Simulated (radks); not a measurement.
The numbers below are computed, except where a source is named.
Problem. Ionisation of neutral carbon, [He] 2s2 2p2, to C+, [He] 2s2 2p1, under several functionals. Dirac Kohn-Sham, spin-unpolarised, spherical densities, point nucleus; open shells fill j = l - 1/2 first; a radial shooting solver on a logarithmic mesh with Libxc functionals. The NIST Atomic Spectra Database gives 11.260 eV (measured). Rank these functionals by the error of their Delta-SCF ionisation energy: PBEsol; HCTH/407; B86b exchange with PBE correlation; exchange-only PBE.

Solution. From best to worst: HCTH/407 11.004 eV (-0.257); B86b exchange with PBE correlation 10.898 eV (-0.362); PBEsol 10.792 eV (-0.468); exchange-only PBE 10.079 eV (-1.182). Spin polarisation and multiplet splitting are left out, so open shells lie too high by an amount that depends on their filling.

Beside tabulated values, note that spin-unpolarised runs miss the spin-polarisation part of the exchange energy of open shells.
